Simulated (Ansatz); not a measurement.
Ansatz (a quantum-chemistry and plane-wave program) input:

Ansatz 0.2 input:
```yaml
crystal:
  periodic: [false, false, false]
  atoms:
    - {symbol: C, position_ang: [2.46550639, 0.33280973, 0.53619419]}
    - {symbol: C, position_ang: [1.17770501, 0.69205966, -0.20496213]}
    - {symbol: C, position_ang: [0.26050076, -0.51032815, -0.44007228]}
    - {symbol: C, position_ang: [-1.01505655, -0.11310978, -1.21193571]}
    - {symbol: C, position_ang: [-2.29743955, -0.00353856, -0.86396867]}
    - {symbol: C, position_ang: [-2.68350829, -0.31949150, 0.58202993]}
    - {symbol: H, position_ang: [3.09799460, 1.21063439, 0.68679546]}
    - {symbol: H, position_ang: [2.23432957, -0.09299745, 1.51247169]}
    - {symbol: H, position_ang: [3.03577431, -0.40627415, -0.02752755]}
    - {symbol: H, position_ang: [0.62823297, 1.44445644, 0.36807879]}
    - {symbol: H, position_ang: [1.43328556, 1.14075456, -1.17125266]}
    - {symbol: H, position_ang: [0.00093613, -0.95035630, 0.52821695]}
    - {symbol: H, position_ang: [0.82265715, -1.27479019, -1.00271131]}
    - {symbol: H, position_ang: [-0.75377228, 0.12781859, -2.25618299]}
    - {symbol: H, position_ang: [-1.87650421, -0.53072531, 1.31625262]}
    - {symbol: H, position_ang: [-3.26231724, 0.52088519, 0.99238316]}
    - {symbol: H, position_ang: [-3.35366555, -1.19147437, 0.59330909]}
basis:
  gaussian:
    orbitals: def2-TZVP
hamiltonian:
  xc: b3lyp
  dispersion: d3bj
total_charge: -1
relax: {f_tol: 0.002, max_steps: 150}
```

Task: Which total energy does the run end on?

Result: -235.29615 Eh (B3LYP-D3(BJ)/def2-TZVP). The basis has 252 functions.

It need not be the lowest isomer of its formula. Whether it binds its extra electron was not tested at this geometry.
